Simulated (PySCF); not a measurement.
Rh³⁶⁺: ionisation energy

Rh³⁶⁺ [He] 2s2 2p5 (2P) → Rh³⁷⁺ [He] 2s2 2p4 (3P), as a difference of total energies. Computed with PySCF 2.14 in an uncontracted even-tempered set (19 s from 13 bohr⁻², ratio 2.2; 12 p from 17 bohr⁻², ratio 2.2; 6 d from 75 bohr⁻², ratio 2.4; 5 f from 110 bohr⁻², ratio 2.4; 4 g from 170 bohr⁻², ratio 2.4), with scalar relativity by spin-free X2C-1e. Correlated levels: nothing frozen; virtual orbitals above 40 to 60 times the deepest correlated orbital energy dropped. The calculations carry no spin-orbit coupling.

```csv
method,ionisation energy (eV)
UHF,5244.8
LDA,5242.8
PBE,5244.9
PBE0,5245.4
r2SCAN,5248.0
revPBE,5244.6
BP86,5246.3
MP2 (all electrons),5246.5
SCS-MP2 (all electrons),5246.5
```

Spin-orbit coupling is strong in these open shells (close to jj coupling). The scalar numbers leave it out and a first-order estimate fails, so it can dominate the gap to the real levels.

For this ion Breit and QED terms and the two-electron picture change, all absent here, outweigh the differences among the correlated methods.

For comparison: 5203 ± 8 eV (semi-empirical (NIST evaluation); NIST Atomic Spectra Database, ionization energies).
